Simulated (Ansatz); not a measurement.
`C#[C][SnH]([Cl])[Cl]` + CH₃NH₂ → `C[NH][SnH]([Cl])[Cl]` + `C#C` at 600 K and 1 bar (ligand exchange at the Sn–C bond).

Program: Ansatz. Geometries: PBE0-D4/def2-TZVP. ΔE: electronic, gas phase. CBS: MP2 limit from def2 TZ/QZ plus the TZ coupled-cluster correction, frozen cores. This one scheme is used for every species. def2 core potentials past Kr. For Sn outer-core shells are correlated without core-valence functions, which leaves a few kJ/mol of doubt a bond. Each species was taken in one conformer, which may not be the lowest.

```tsv
species	CCSD(T)/CBS energy (Eh)	H − E (kJ/mol)	S (J/(mol·K))
`C#[C][SnH]([Cl])[Cl]`	-1210.91086	131.4	456.9
CH₃NH₂	-95.75281	199.3	283.8
`C[NH][SnH]([Cl])[Cl]`	-1229.43487	232.5	489.0
`C#C`	-77.22717	96.2	235.4
```

H − E and S are ideal-gas, rigid-rotor, harmonic terms from PBE0-D4/def2-TZVP, for one conformer and one mirror image of each species. 1 Eh = 2625.50 kJ/mol, R = 8.31446 J/(mol·K).

Task: By hand: ΔE, ΔH, ΔS and ΔG.

Result: ΔE = (-1229.43487) + (-77.22717) − (-1210.91086) − (-95.75281) = 0.00163 Eh = 4.3 kJ/mol. Δ(H − E) = 232.5 + 96.2 − 131.4 − 199.3 = -2.0, so ΔH = 2.3 kJ/mol. ΔS = 489.0 + 235.4 − 456.9 − 283.8 = -16.3 J/(mol·K). ΔG = 2.3 − 600 × (-16.3)/1000 = 12.1 kJ/mol.

Task: By hand: the equilibrium constant, and the temperature at which ΔG would vanish if ΔH and ΔS stayed fixed.

Result: log₁₀ K = −ΔG/(RT ln 10) = -1.1. ΔH and −TΔS have one sign here, so there is no such temperature. One of them is within its doubt of zero, so this could turn.

TΔS isn't small against ΔH here. A doubt of 5 kJ/mol in ΔE shifts log₁₀ K by 0.4 here. Other conformers and mirror images would add mixing entropy, several J/(mol·K) or more a flexible species. Modes under 60 cm⁻¹, often nearly free rotors, make the harmonic entropy too high. These are equilibria of isolated gas molecules and say nothing of rates. Largest T1 diagnostic: 0.013 (customary marks: 0.02 for closed shells, 0.045 for open ones).
